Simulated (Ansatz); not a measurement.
Coupled-cluster diagnostics for the cluster CuCl₂, Ansatz.

Geometry of the doublet (PBE0-D4/def2-TZVP):

```csv
atom,x (Å),y (Å),z (Å)
Cu1,0.0001,0.0003,-0.0002
Cl2,1.1719,0.2535,1.6742
Cl3,-1.1720,-0.2539,-1.6741
```

Correlated methods freeze 19 core orbitals. In the quartet, Cl2 and Cl3 lie 2.56 Å apart (atoms count from 1), so these atoms are partly bonded to each other. At PBE0-D4/def2-TZVP a triplet of charge 1 lies 1.01 eV below the restricted singlet at the same geometry. The structure comes from a short search, and lower isomers may exist.

Geometry of the charge 0 quartet (PBE0-D4/def2-TZVP):

```xyz
3

Cu   -1.270   -0.100   -0.100
Cl    0.564    1.285   -0.283
Cl    0.706   -1.185    0.383
```

**Question.** Estimate the CCSD(T) correlation energy, the shares of MP2 and (T), T1 and the reference's ⟨S²⟩ for: charge 0, doublet, own geometry in def2-TZVPP; charge 0, doublet, own geometry in def2-TZVPD; charge 0, quartet, own geometry in def2-TZVPP; charge 1, singlet, vertical in def2-TZVPP; charge -1, singlet, vertical in def2-TZVPD; and the rough time on 4 threads of INTEL XEON PLATINUM 8581C on a shared host.

**Answer.** 
| state | basis | correlation (eV) | MP2 share (%) | (T) share (%) | T1 | ⟨S²⟩ (pure) | wall time | remarks |
| --- | --- | --- | --- | --- | --- | --- | --- | --- |
| charge 0, doublet, own geometry | def2-TZVPP | -22.240 | 95.3 | 3.6 | 0.031 | 0.76 (0.75) | 12 s | – |
| charge 0, doublet, own geometry | def2-TZVPD | -20.358 | 94.4 | 3.4 | 0.030 | 0.76 (0.75) | 11 s | – |
| charge 0, quartet, own geometry | def2-TZVPP | -21.908 | 94.6 | 3.9 | 0.032 | 3.77 (3.75) | 11 s | – |
| charge 1, singlet, vertical | def2-TZVPP | -26.427 | 100.8 | 7.1 | 0.032 | 0.00 (0.00) | 73 s | flagged by the program, restricted singlet, untested, stability undecided |
| charge -1, singlet, vertical | def2-TZVPD | -22.902 | 100.1 | 4.1 | 0.023 | 0.00 (0.00) | 3.4 s | – |
Customary marks for T1 are 0.02 (closed shells), 0.045 (open shells) and about 0.05 (3d metals). T1 exceeds 0.02 in 5 of 5 rows and 0.045 in 0; the higher it lies, the less the single-reference result can be trusted.
